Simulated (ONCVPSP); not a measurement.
# magnesium (Mg) ONCV: all-electron and pseudo phase curves

ONCVPSP 4.0.1 input, shortened (lines: element, Z, core and valence counts, functional; n l f; lmax; l rc ep ncon nbas qcut; lloc lpopt rc5 dvloc0; l nproj debl; icmod fcfact rcfact), PW91, non-relativistic:

```
  Mg 12.00    2    2  -109134      upf
    1    0    2.00
    2    0    2.00
    2    1    6.00
    3    0    2.00
    2
    0    2.70    0.00    4    9    2.40
    1    1.20    0.00    3    7   14.50
    2    2.60    0.20    3    8    4.10
    4    5    1.00    4.00
    0    2    2.10
    1    2    1.70
    2    1    2.00
    3    5.75    1.70
```

In the p channel the program set the typed energies aside and used -1.720, 0.250 Ha.

The phase is arctan(r·R′/R) of the radial function R(r), unwrapped; energies in Ha, scanned from -3 to 5 Ha. A pole is an energy at which the radial function vanishes at the test radius. The pseudo phase is shifted by a multiple of π to meet the all-electron one at the reference energy, and phase errors are pseudo minus all-electron; the curves can meet again beyond the range given. Levels narrower than the energy grid can be missing from the lists of poles. Where the grid stepped over a known ghost or core level, its pole and its step of π were put in at the level’s energy.

| channel | radius (bohr) | reference energy (Ha) | poles, all-electron | poles, pseudo | unbroken range about the reference energy with phases within 0.05 rad | phase error 1 Ha above the reference energy (rad) |
| --- | --- | --- | --- | --- | --- | --- |
| s | 2.75 | -0.17 | -2.93, 0.56, 3.79 | 0.55, 2.81, 4.50 | -2.9 to 2.6 | -0.004 |
| p | 1.22 | -1.72 | -1.11 | -1.11 | the whole range | +0.000 |
| d | 2.64 | 0.20 | 1.31, 4.09 | 1.36, 4.11 | below 1.7 | +0.013 |

Note: no bound ghost flagged; GHOST(+) flagged for s at 75.1 eV.

Phases in the p channel:

```
E (Ha)  all-electron  pseudo
 -2.98         0.644   0.644
 -2.76         0.437   0.437
 -2.54         0.120   0.120
 -2.32        -0.311  -0.311
 -2.10        -0.745  -0.745
 -1.88        -1.067  -1.067
 -1.66        -1.281  -1.281
 -1.44        -1.426  -1.426
 -1.22        -1.530  -1.530
 -1.00        -1.610  -1.610
 -0.78        -1.676  -1.676
 -0.56        -1.734  -1.734
 -0.34        -1.786  -1.786
 -0.12        -1.837  -1.837
  0.10        -1.887  -1.887
  0.32        -1.940  -1.940
  0.54        -1.996  -1.996
  0.76        -2.059  -2.059
  0.98        -2.130  -2.130
  1.20        -2.214  -2.214
  1.42        -2.314  -2.313
  1.64        -2.434  -2.434
  1.86        -2.581  -2.580
  2.08        -2.757  -2.756
  2.30        -2.961  -2.959
  2.52        -3.181  -3.178
  2.74        -3.400  -3.396
  2.96        -3.599  -3.595
  3.18        -3.770  -3.766
  3.40        -3.911  -3.907
  3.62        -4.025  -4.021
  3.84        -4.118  -4.114
  4.06        -4.194  -4.190
  4.28        -4.257  -4.253
  4.50        -4.310  -4.306
  4.72        -4.354  -4.350
  4.94        -4.393  -4.389
```
